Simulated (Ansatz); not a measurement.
Reaction (redistribution): `O[SiH2]S[SiH](O)O` + `C[SiH2]F` → `O[SiH3]` + `C[SiH](F)S[SiH](O)O`

Calculated with Ansatz (gas phase, PBE0-D4/def2-TZVP geometries, no zero-point term in ΔE). CCSD(T)/CBS is the MP2 limit (def2-TZVPP, def2-QZVPP) plus CCSD(T) − MP2 in def2-TZVPP, frozen cores. Functionals use def2-TZVPP. One conformer a species, not always the lowest.

```
              species  B2PLYP energy (Eh)
  `O[SiH2]S[SiH](O)O`         -1206.30563
           `C[SiH2]F`          -430.37757
            `O[SiH3]`          -367.02731
`C[SiH](F)S[SiH](O)O`         -1269.65575
```

Question: Work out ΔE.

Answer: ΔE = (-367.02731) + (-1269.65575) − (-1206.30563) − (-430.37757) = 0.00014 Eh = +0.4 kJ/mol. CCSD(T)/CBS gives +0.3 kJ/mol.

Largest T1 diagnostic among the species: 0.012.
